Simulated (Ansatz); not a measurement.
An input meant for NaLi3 (charge 0, singlet).

```yaml
crystal:
  periodic: [false, false, false]
  atoms:
    - {symbol: Li, position_ang: [1.077273, -1.230375, 1.911963]}
    - {symbol: Li, position_ang: [-1.253919, 1.185389, -1.830981]}
    - {symbol: Li, position_ang: [-4.693488, -1.232672, 2.127890]}
    - {symbol: Na, position_ang: [4.870135, 1.277639, -2.208852]}
basis:
  gaussian: {orbitals: def2-SVP}
hamiltonian: {xc: {name: wB97M-V}}
scf: {omitted_lower_state_checks: [starts]}
output: {forces: true}
```

```sh
$ ansatz run in.yaml --threads 4 --pin off --events-out ev --progress --plain --max-ram 3916MiB
```

Output, abridged:

```
Functional definition: wB97M-V
522 factors; integrals over basis functions are off by at most 3.1e-4 eV
222 factors; integrals over basis functions are off by at most 1.4e-4 eV
mean field evaluation 1: about -5022.0538 eV, gradient 2.2e0 eV
mean field evaluation 2: about -5022.1779 eV, gradient 5.8e-1 eV
mean field evaluation 4: about -5022.1736 eV, gradient 5.6e-1 eV
mean field evaluation 8: about -5022.1818 eV, gradient 5.1e-2 eV
mean field evaluation 16: about -5022.1820 eV, gradient 3.4e-4 eV
mean field -5022.20158722 eV, -184.5625041597 hartree, gradient 3.0e-5 eV, S^2 0.000000; 0 other end points of the search recorded, 0 dependent functions left out
reference -5022.20165074 eV, -184.5625064942 hartree; 10, 10 occupied and 32, 32 virtual orbitals, 522 factors
Total energy: -5022.20165074 eV, -184.5625064942 hartree
Atom 0 at     1.077273    -1.230375     1.911963 Å, force    -0.349400     0.146019    -0.218664 eV/Å
Atom 1 at    -1.253919     1.185389    -1.830981 Å, force     0.320160    -0.143631     0.215580 eV/Å
Atom 2 at    -4.693488    -1.232672     2.127890 Å, force     0.335489     0.033585    -0.065557 eV/Å
Atom 3 at     4.870135     1.277639    -2.208852 Å, force    -0.306250    -0.035972     0.068640 eV/Å
Dipole moment:     0.077250     0.002164    -0.005782 e Å
Checks for a lower state left out: starts
```

(1) What is wrong with this run?

Results:

(1) The coordinates are in bohr but typed as ångström. The calculation finished and met its thresholds. The result belongs to that input, not to the species as meant. The restricted singlet is unstable towards broken spin symmetry at other levels; at RKS ωB97M-V/def2-SVP this wasn't settled.
